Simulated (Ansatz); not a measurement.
C2H8GaNSi (`[GaH2][CH2]N1C[SiH2]1`) at its PBE0-D4/def2-TZVP geometry, where that method's forces vanish. Charge 0, multiplicity 1.

```xyz
13

Ga    0.4769    1.6323   -1.3163
C    -0.9640    0.8477   -0.1790
N    -0.6786   -0.3768    0.5208
C     0.5096   -0.5507    1.3693
Si   -0.0176   -1.9235    0.2694
H     1.7953    0.8325   -1.6381
H     0.2669    3.0536   -1.9640
H    -1.3075    1.6120    0.5312
H    -1.8198    0.6840   -0.8474
H     0.3397   -0.5091    2.4446
H     1.4071   -0.0002    1.0598
H     0.8245   -2.2083   -0.9189
H    -0.8324   -3.0934    0.6685
```

**Question.** What forces (eV/Å) does PBE-D4/def2-TZVPP give on these atoms in Ansatz 0.2.0? (Best estimate.)

**Answer.** Computed: 
```
Ga1  0.080  0.057 -0.051
C2   0.017  0.010 -0.014
N3  -0.331  0.175  0.065
C4   0.129  0.074  0.145
Si5  0.084 -0.466 -0.148
H6   0.076 -0.048 -0.026
H7  -0.010  0.089 -0.051
H8  -0.063  0.169  0.135
H9  -0.167 -0.018 -0.149
H10 -0.022 -0.011  0.236
H11  0.205  0.126 -0.061
H12  0.111 -0.027 -0.124
H13 -0.108 -0.130  0.043
```
